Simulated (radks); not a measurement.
Results of a calculation; reference values are marked as such.
Neutral zinc, [Ar] 3d10 4s2. Level of theory: non-relativistic Kohn-Sham, exchange-only B88, spin-polarised, spherical densities, point nucleus (a radial shooting solver on a logarithmic mesh with Libxc functionals). Every spin shell is full or empty, so the densities are truly spherical. Functionals are evaluated on that one density, not self-consistently. Rank these exchange functionals by their error against the exact value of the orbitals, and give that value: LDA, PBE, PBEsol, revPBE, RPBE, PW91, OPTX, TPSS, MS2, TASK.

Answer. Exact: -69.3969 hartree. From best to worst, with 100 (|E| - |E exact|)/|E exact| (equal figures are ties): MS2 -0.02, PBE -0.02, revPBE +0.20, RPBE +0.28, TPSS +0.36, PW91 +0.42, OPTX +1.06, PBEsol -2.31, TASK -2.41, LDA -5.61.
